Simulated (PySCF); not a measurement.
Isomers of C5H6N2O2, one GFN2-xTB conformer each. Single-point energies are computed at PBE0/pcSseg-1 (PySCF, gas phase, no added dispersion term), electronic only.

```
            SMILES  GFN2-xTB relative energy (kJ/mol)
  CC(=O)c1noc(C)n1                               91.7
    Cn1nc(O)ccc1=O                                0.0
C#CC(C(N)=O)C(N)=O                              148.5
```

Conformers: `[CH3:1][C:2](=[O:3])[c:4]1[n:5][o:6][c:7]([CH3:8])[n:9]1` with C1–C2–C4–N5 180°; `[CH3:1][n:2]1[n:3][c:4]([OH:5])[cH:6][cH:7][c:8]1=[O:9]` with N3–C4–O5–H 0°; `[CH:1]#[C:2][CH:3]([C:4]([NH2:5])=[O:6])[C:7]([NH2:8])=[O:9]` with C2–C3–C4–N5 63°, C3–C4–N5–H 175° and 16°, C2–C3–C7–N8 115°, C3–C7–N8–H -179° and 0°.

Q: What does PBE0/pcSseg-1 give for the same structures?

A: 
| SMILES | PBE0/pcSseg-1 E (Eh) | PBE0/pcSseg-1 (kJ/mol) | GFN2-xTB (kJ/mol) | point group |
| --- | --- | --- | --- | --- |
| Cn1nc(O)ccc1=O | -453.52411 | 0.0 | 0.0 | – |
| C#CC(C(N)=O)C(N)=O | -453.50383 | 53.3 | 148.5 | C1 |
| CC(=O)c1noc(C)n1 | -453.49800 | 68.6 | 91.7 | Cs |

Both levels put the same isomer lowest; measured from each level's own lowest isomer, the values differ by up to 95.2 kJ/mol (C#CC(C(N)=O)C(N)=O: 148.5 against 53.3). As drawn, the lowest has an N–N linkage and an O–H bond, which the highest lacks; the highest has an N–O linkage, which the lowest lacks.

Q: Which frontier levels, dipoles and rotational constants go with these structures?

A: 
| SMILES | HOMO (eV, PBE0/pcSseg-1) | LUMO (eV) | dipole (D) | A, B, C (MHz) |
| --- | --- | --- | --- | --- |
| Cn1nc(O)ccc1=O | -6.50 | -1.77 | 2.92 | 3208, 1466, 1012 |
| C#CC(C(N)=O)C(N)=O | -7.28 | -0.09 | 3.08 | 1916, 1512, 1183 |
| CC(=O)c1noc(C)n1 | -7.75 | -1.94 | 5.00 | 4176, 1118, 891.3 |
